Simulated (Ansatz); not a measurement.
One change: `BSB` becomes `B[S][GeH3]`.

Ansatz, PBE0-D4/def2-TZVP geometries, multiplicity 1. 

Scalar relativity is left out up to krypton.

```tsv
property	`BSB`
size of the dipole moment (PBE/def2-TZVPP) / D	0.22
size of the dipole moment (B3LYP/def2-TZVPP) / D	0.33
HOMO–LUMO gap (B3LYP/def2-TZVPP) / eV	6.00
HOMO–LUMO gap (ωB97M-V/def2-TZVPP) / eV	10.59
LUMO energy (B3LYP/def2-TZVPP) / eV	-2.50
HOMO energy (B3LYP/def2-TZVPP) / eV	-8.50
```

Task: Give the same properties after the change, and the shifts. (An estimate is asked.)

Result: The calculation gave: 
```csv
property,`B[S][GeH3]`,shift
size of the dipole moment (PBE/def2-TZVPP) / D,1.41,1.19
size of the dipole moment (B3LYP/def2-TZVPP) / D,1.38,1.05
HOMO–LUMO gap (B3LYP/def2-TZVPP) / eV,6.29,0.29
HOMO–LUMO gap (ωB97M-V/def2-TZVPP) / eV,10.80,0.21
LUMO energy (B3LYP/def2-TZVPP) / eV,-1.61,0.89
HOMO energy (B3LYP/def2-TZVPP) / eV,-7.90,0.60
```

With PBE0 the HOMO rises by 0.58 eV and the LUMO rises by 0.90 eV, so the gap widens by about 0.32 eV. PBE moves the HOMO by 0.43 eV and ωB97M-V by 0.64 eV. The zero-point energy changes by 7.2 kJ/mol with +3 modes. Dipoles are sizes alone; their direction can turn.

B3LYP here is the variant with VWN-RPA as its local correlation; programs differ in this.
